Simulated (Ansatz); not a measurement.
Reaction (formal hydrolysis of a B–C bond): `CB(S)C(N)F` + H₂O → `CB(O)S` + `NCF`

Calculated with Ansatz (gas phase, PBE0-D4/def2-TZVP geometries, no zero-point term in ΔE). CBS: MP2 limit from def2 TZ/QZ plus the TZ coupled-cluster correction, frozen cores. This one scheme is used for every species. DFT in def2-TZVPP. One conformer a species, not always the lowest.

`CB(S)C(N)F`:

```xyz
13

C    -1.101   -1.283   -1.003
B     0.047   -0.306   -0.614
S     1.569   -0.288   -1.542
C    -0.142    0.730    0.584
N     1.038    1.082    1.276
F    -1.143    0.239    1.464
H    -0.903   -1.894   -1.885
H    -2.031   -0.726   -1.160
H    -1.308   -1.945   -0.154
H     2.180    0.665   -0.811
H    -0.575    1.648    0.163
H     0.882    1.795    1.975
H     1.486    0.284    1.706
```

H₂O:

```xyz
3

O    -0.215   -0.323   -0.032
H    -0.036    0.330   -0.712
H     0.251   -0.007    0.745
```

`CB(O)S`:

Z-matrix (Å, degrees):
```
C
B 1 1.565
H 1 1.094 2 110.8
H 1 1.094 2 111.3 3 118.3
H 1 1.091 2 111.4 3 -120.6
O 2 1.359 1 119.2 3 118.3
S 2 1.829 1 122.6 3 -61.5
H 6 0.961 2 115.1 1 -179.8
H 7 1.341 2 96.8 1 -0.2
```

`NCF`:

Z-matrix (Å, degrees):
```
C
F 1 1.406
N 1 1.402 2 113.7
H 1 1.092 2 106.1 3 121.3
H 1 1.092 2 106.1 3 -121.3
H 3 1.010 1 112.8 2 62.5
H 3 1.010 1 112.8 2 -62.5
```

```csv
level,ΔE (kJ/mol)
r2SCAN-D4,-126.0
ωB97X-V,-125.8
r2SCAN,-128.0
HF/def2-TZVPP,-151.2
MP2/def2-TZVPP,-124.6
SCS-MP2/def2-TZVPP,-129.6
HF/def2-QZVPP,-151.6
MP2/def2-QZVPP,-122.4
```

What does CCSD(T)/CBS give? (Estimate.)

Computed: -120.7 kJ/mol. The listed levels differ from it by -5.3, -5.1, -7.3, -30.5, -3.9, -8.9, -30.9, -1.7 kJ/mol.

Largest T1 diagnostic among the species: 0.013.

The D4 term adds +10.0 kJ/mol with B3LYP and +5.8 kJ/mol with PBE0; it sums over pairs of atoms, weighted by their polarisabilities, and B3LYP, whose exchange is more repulsive, gets the larger term. In def2-TZVPP, CCSD(T) changes the Hartree–Fock value by +26.4 kJ/mol (the triples alone add +3.5 kJ/mol) and MP2 by +26.6 kJ/mol.

B3LYP here is the variant with VWN-RPA as its local correlation; programs differ in this.
